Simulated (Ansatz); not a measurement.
Mulliken charges of `C#[C][Al]([F])[F]` from PBE/def2-TZVPP in Ansatz (PBE0-D4/def2-TZVP geometry).

| atom | x (Å) | y (Å) | z (Å) | charge (e) |
| --- | --- | --- | --- | --- |
| C1 | -1.010 | 0.676 | 1.373 | 0.079 |
| C2 | -0.344 | 0.227 | 0.470 | -0.495 |
| Al3 | 0.688 | -0.471 | -0.933 | 0.802 |
| F4 | 0.678 | -2.070 | -1.274 | -0.300 |
| F5 | 1.627 | 0.502 | -1.853 | -0.300 |
| H6 | -1.597 | 1.072 | 2.171 | 0.214 |

Task: By hand: the dipole of these point charges (1 e Å = 4.8032 D).

Result: Σ q r = (-0.391, 0.263, 0.530) e Å, of length 0.709 e Å = 3.41 D.

Task: How does the dipole of the full density compare? (Estimate.)

Result: The calculation gave: (-0.245, 0.166, 0.333) e Å, 2.14 D; the point charges give 1.59 times that, at 0° from its direction.

Point charges leave out the atoms' own dipoles, such as those of lone pairs, and Mulliken's split depends on the basis, so the two needn't agree.
